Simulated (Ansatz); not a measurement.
Mulliken charges of BrNa, SMILES `[Na][Br]` from r2SCAN/def2-TZVPP in Ansatz (PBE0-D4/def2-TZVP geometry).

```csv
atom,x (Å),y (Å),z (Å),charge (e)
Na1,1.082,-0.410,0.539,0.676
Br2,-1.053,0.349,-0.535,-0.676
```

**Question.** By hand: the dipole of these point charges (1 e Å = 4.8032 D).

**Answer.** Σ q r = (1.443, -0.513, 0.726) e Å, of length 1.695 e Å = 8.14 D.

**Question.** How does the dipole of the full density compare? (Best estimate.)

**Answer.** Computed: (1.591, -0.566, 0.801) e Å, 8.98 D; the point charges give 0.91 times that, at 0° from its direction.

Point charges leave out the atoms' own dipoles, such as those of lone pairs, and Mulliken's split depends on the basis, so the close match here is no proof of good charges.
